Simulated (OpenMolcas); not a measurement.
Co3+: effect of the level shift or regulariser

```json
{"Program": "OpenMolcas", "Basis": "ANO-RCC-VTZP [6s5p3d2f1g]", "Scalar Hamiltonian": "DKH2, point nucleus", "Active space": "6 electrons in 5 orbitals (3d)", "State averaging": "2S+1 = 5 even, 5 roots; 2S+1 = 3 even, 45 roots; 2S+1 = 1 even, 50 roots", "Spin-orbit coupling": "state interaction with AMFI integrals over the reference wave functions, term energies averaged over their components"}
```

Methods on the same reference wave functions:
A. CASSCF
B. MS-CASPT2, IPEA 0.25 Eh, imaginary shift 0.1 Eh (closed shells correlated: 3s 3p)
C. MS-CASPT2, IPEA 0.25 Eh, real shift 0.2 Eh (closed shells correlated: 3s 3p)
D. MS-CASPT2, IPEA 0.25 Eh, sigma2 regulariser 0.3 Eh (closed shells correlated: 3s 3p)

Energies in eV above 3d⁶ ⁵D₄, the measured ground level; measured values from Sugar and Corliss, J. Phys. Chem. Ref. Data 10, 1097 (1981).

```csv
Level,A,B,C,D,Measured
3d⁶ ⁵D₄,0.0000,0.0000,0.0000,0.0000,0.0000
3d⁶ ⁵D₃,0.0811,0.0815,0.0815,0.0815,0.0792
3d⁶ ⁵D₂,0.1379,0.1377,0.1377,0.1377,0.1336
3d⁶ ⁵D₁,0.1744,0.1737,0.1737,0.1737,
3d⁶ ⁵D₀,0.1923,0.1913,0.1913,0.1913,0.1852
3d⁶ ³H₆,3.2051,2.971,2.972,2.971,2.9359
3d⁶ ³H₅,3.2461,3.010,3.010,3.010,2.9796
3d⁶ ³H₄,3.2758,3.035,3.036,3.035,3.0093
3d⁶ ³P₂(1),3.4951,2.843,2.844,2.843,2.8372
3d⁶ ³F₄(1),3.6652,3.178,3.179,3.178,3.1487
3d⁶ ³F₃(1),3.7113,3.219,3.220,3.219,3.1908
3d⁶ ³P₁(1),3.7313,3.079,3.080,3.079,3.0660
3d⁶ ³F₂(1),3.7457,3.249,3.250,3.249,3.2197
3d⁶ ³P₀(1),3.8273,3.174,3.175,3.174,3.1552
3d⁶ ³G₅,4.0479,3.643,3.643,3.643,3.5982
3d⁶ ³G₄,4.1246,3.715,3.715,3.715,3.6690
3d⁶ ³G₃,4.1569,3.746,3.746,3.746,3.7031
3d⁶ ¹I₆,4.8317,4.527,4.527,4.527,4.4563
3d⁶ ¹G₄(1),5.1033,4.658,4.658,4.658,4.5481
3d⁶ ³D₁,5.2342,4.553,4.554,4.553,
3d⁶ ³D₂,5.2377,4.553,4.554,4.553,
3d⁶ ³D₃,5.2607,4.579,4.580,4.579,4.5322
3d⁶ ¹S₀(1),5.9259,5.207,5.209,5.207,5.1381
3d⁶ ¹D₂(1),6.3380,5.392,5.393,5.392,5.2497
```

Deviations, from unrounded energies. A percentage is the sum of absolute deviations over the sum of measured energies, with the sign that they share, or ± where signs differ.

```json
{"Against measurement": "mean absolute deviation (cm-1)", "Levels": "20", "A": "3700", "B": "320", "C": "330", "D": "320"}
{"Against measurement": "fine structure of the ground term (%)", "Levels": "3", "A": "+3.3", "B": "+3.1", "C": "+3.1", "D": "+3.1"}
{"Against measurement": "other terms of the ground configuration (%)", "Levels": "17", "A": "+14.8", "B": "+1.3", "C": "+1.3", "D": "+1.3"}
```

B, C, D lie about equally close to measurement and A furthest from it. The largest miss of D in the table is 3d⁶ ¹D₂(1), by +1100 cm-1. The ranking rests on the paired levels alone, and a cruder setting can come out closer through cancelling errors.

Among B to D the level of the table that moves most is 3d⁶ ¹S₀(1), by 13 cm-1 (lowest in D, highest in C). Moves below CASPT2's spread within the term are not significant.

The two smallest mean deviations differ by little beside CASPT2's spread within terms, so their order carries little weight.

From A to B the spin-free energies of the other terms of 3d⁶ shown, above ⁵D, scale by factors of 0.81 to 0.94, as is usual when dynamic correlation screens the repulsion within a d or f shell.

The lowest spin-free term lies below A's lowest term by 0.405 hartree in B, 0.405 hartree in C, 0.405 hartree in D.

CASPT2 breaks the degeneracy within a term, and the mean is taken; among the terms shown or strongly mixed into the levels shown the widest spread is 1300 cm-1 (3d⁶ ¹I, D). Without dynamic correlation excited terms often stand tens of per cent too high (terms of higher spin than the ground term too low), and those without a measured partner can miss by more than the paired ones (holds for A). The CASPT2 spread within a term exceeds the gap to the next term for 3d⁶ ³P(1) and 3d⁶ ³H, 3d⁶ ¹I and 3d⁶ ³D, so the order of their levels is uncertain (holds for B; C; D). Computed and measured levels are paired by configuration, term and J; levels that our copy of the source lacks, or whose pairing is in doubt (as where it misses far off the trend of its configuration), stay unpaired and out of the deviations. Only configurations of the active space appear. The table leaves out levels that lie high or whose names do not pair safely across all columns.

A number in round brackets counts repeated terms of one configuration in the order of the reference energies.
